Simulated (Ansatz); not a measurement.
Relaxation of AlClFH3S (7 atoms, charge 0, multiplicity 1), to a largest force component of 0.03 eV/Å in at most 50 steps.

Level of theory: RHF/def2-SVP (Ansatz 0.2.0).

```xyz
7
Properties=species:S:1:pos:R:3
Al 0.054 -0.541 -0.497
Cl -0.104 -0.050 2.890
F 1.440 0.324 -0.698
H -1.331 0.008 -0.946
S 0.338 -2.619 0.294
H -0.954 -2.957 0.214
H 0.192 -1.290 2.529
```

Q: Where does it end, and by what steps?

A: The forces met the threshold. After 10 steps the energy has fallen by 0.133 eV; Cl2 moved furthest, 0.45 Å.

```
step  energy less start (eV)  largest force component (eV/Å)  accepted
   0                  0.0000                           1.311       yes
   1                 -0.0190                           1.804       yes
   2                 -0.0883                           0.382       yes
   3                 -0.1029                           0.537       yes
   4                 -0.1214                           0.311       yes
   5                 -0.1254                           0.226       yes
   6                 -0.1298                           0.184       yes
   7                 -0.1294                           0.071        no
   8                 -0.1319                           0.106       yes
   9                 -0.1326                           0.043       yes
  10                 -0.1327                           0.026       yes
```

```xyz
7
Properties=species:S:1:pos:R:3
Al 0.034 -0.591 -0.305
Cl -0.126 0.072 2.461
F 1.430 0.273 -0.507
H -1.342 0.023 -0.712
S 0.327 -2.743 0.057
H -0.967 -3.069 -0.014
H 0.277 -1.090 2.807
```

Whether the end is a true minimum wasn't checked by a vibrational analysis.

Run time: 18 s on 1 thread of Arm Neoverse V2 (shared host), peak memory 0.15 GiB.
